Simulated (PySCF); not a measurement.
Ionising AlSn

UHF; Al x2c-SVPall, Sn x2c-SVPall; spin-free X2C with a Gaussian nucleus (PySCF 2.14). Neutral (UHF): quartet (σ ↑, π ↑↑), Re = 2.719 Å, ωe = 244 cm⁻¹, De = 1.37 eV, HOMO -7.07 eV, LUMO 0.30 eV.

AlSn⁺ (UHF): triplet (σ ↑, π ↑), Re = 3.217 Å, ωe = 123 cm⁻¹, De = 0.72 eV to Al⁺ + Sn. The energies at the minima are -6415.35720 hartree for AlSn and -6415.12934 for AlSn⁺.

(1) Work out the adiabatic ionisation energy, without and with harmonic zero-point energies (1 hartree = 27.2114 eV, 1 eV = 8065.5 cm⁻¹), and the change of the bond length.

Spin–orbit coupling is left out, which matters for elements this heavy, above all for dissociation energies. For an ion De counts to the pair picked by the measured ionisation energies or electron affinities, which need not be the lowest pair at this level. Hartree–Fock leaves out correlation, which carries a large part of most bond energies and some tenths to 1 eV of ionisation energies. States were picked by a PBE0 search and need not be the measured ground states.

## Answers

(1) At UHF: 0.22786 hartree = 6.200 eV between the minima; the zero-point term (123.0 − 244.0)/2 cm⁻¹ = -0.008 eV makes it 6.193 eV. Re changes by +49.8 pm against the neutral. The electron leaves a π orbital, and the ion is left as a loose complex of an ion and an atom.
